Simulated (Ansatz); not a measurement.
A nudged elastic band was laid between two geometries of CH₂FSi₂ (6 atoms, charge 1, multiplicity 1).

Level of theory: RKS revPBE-D4/def2-SVPD in Ansatz 0.2.0.

```yaml
movable_images: 7
climbing_image: yes
spring: 5.0 eV/Å²
optimiser: quadratic models (default)
start_path: through a guess of the saddle point
force_threshold: 0.03 eV/Å
iteration_limit: 60
end_points: relaxed
```

Initial state:

```xyz
6
Properties=species:S:1:pos:R:3
F -0.887 -2.382 0.839
Si -0.516 -0.812 0.895
C 0.170 -0.063 -0.520
Si 0.744 1.361 -1.145
H -0.836 -0.227 2.219
H 1.325 2.123 -2.288
```

Final state:

```xyz
6
Properties=species:S:1:pos:R:3
F -0.614 -2.101 0.250
Si -0.337 -0.542 0.575
C 0.353 0.528 -0.633
Si 0.756 2.258 -0.539
H -0.731 -0.187 1.959
H 0.574 0.043 -1.612
```

Task: Which bonds break or form, and what moves?

Result: Bonds broken: Si4–H6. Bonds formed: C3–H6.

Task: What energy profile does the band end with?

Result: The run converged. The highest image is number 4 of 0 to 8, 11.3 kcal/mol above the first end and 49.8 kcal/mol above the last; the last end lies 38.6 kcal/mol below the first. A vibrational analysis at the climbing image gives one clearly imaginary mode, 637i cm⁻¹: a first-order saddle point. The orbitals stay closed-shell, which can raise the energy where a bond breaks towards radicals; this wasn't checked here.

```
image  path coordinate (Å)  energy (kcal/mol)  Si4–H6 (Å)  C3–H6 (Å)
    0                 0.00                0.0        1.49       3.04
    1                 0.50                0.7        1.49       2.98
    2                 1.01                3.3        1.49       2.82
    3                 1.51                7.7        1.51       2.53
    4                 2.02               11.3        1.55       2.11
    5                 2.42                4.1        1.65       1.69
    6                 2.82              -21.9        1.82       1.28
    7                 3.22              -36.4        2.17       1.13
    8                 3.62              -38.6        2.47       1.11
```

Task: What is the geometry of the highest image?

Result: 
```xyz
6
Properties=species:S:1:pos:R:3
F -0.487 -2.180 0.421
Si -0.463 -0.637 0.891
C 0.181 0.552 -0.244
Si 0.751 1.901 -1.149
H -0.998 -0.399 2.254
H 1.015 0.764 -2.173
```

Task: What are the harmonic wavenumbers there?

Result: 637i, 105, 117, 318, 360, 485, 530, 736, 919, 1247, 1938, 2269 cm⁻¹.

The band took 19 iterations and about 7 core-minutes.

The run took 3.7 min on 2 threads of Intel(R) Xeon(R) Platinum 8259CL CPU @ 2.50GHz (Skylake/Cascade Lake) (shared host), peak memory 0.16 GiB.
